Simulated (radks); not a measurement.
Question: These are the eigenvalues of the occupied orbitals of an atom or ion with whole-number occupations (hartree). All-electron calculation, Dirac Kohn-Sham, PBE, spin-unpolarised, spherical densities, finite nucleus; Fermi nuclear charge, rms radius of each element as measured or else 0.836 A^(1/3) + 0.57 fm. Program: a radial shooting solver on a logarithmic mesh with Libxc functionals.

orbital  eigenvalue
1s1/2     -1713.972
2s1/2     -280.3606
2p1/2     -265.7822
2p3/2     -243.6281
3s1/2     -61.80274
3p1/2     -55.52597
3p3/2     -51.03984
3d3/2     -40.15051
3d5/2     -39.17617
4s1/2     -12.66908
4p1/2     -10.26209
4p3/2      -9.27783
4d3/2      -5.31674
4d5/2      -5.14096
5s1/2      -2.07855
5p1/2      -1.43380
5p3/2      -1.30293
4f5/2      -0.58810
4f7/2      -0.56808

Which element is it, and in what charge state? The configuration may be excited. Open shells, if any, are shared by 2j + 1.

Answer: Z = 62, samarium, charge +2: Sm2+ in [Xe] 4f6. The list shows which subshells hold electrons but not how many an open one holds; the 1s level, -1714 hartree, gives Z - s = 58.5 by -(Z - s)^2/2, which with screening and relativity narrows Z to a few neighbours, and the depths of the outer levels then fix element, charge and occupations together.
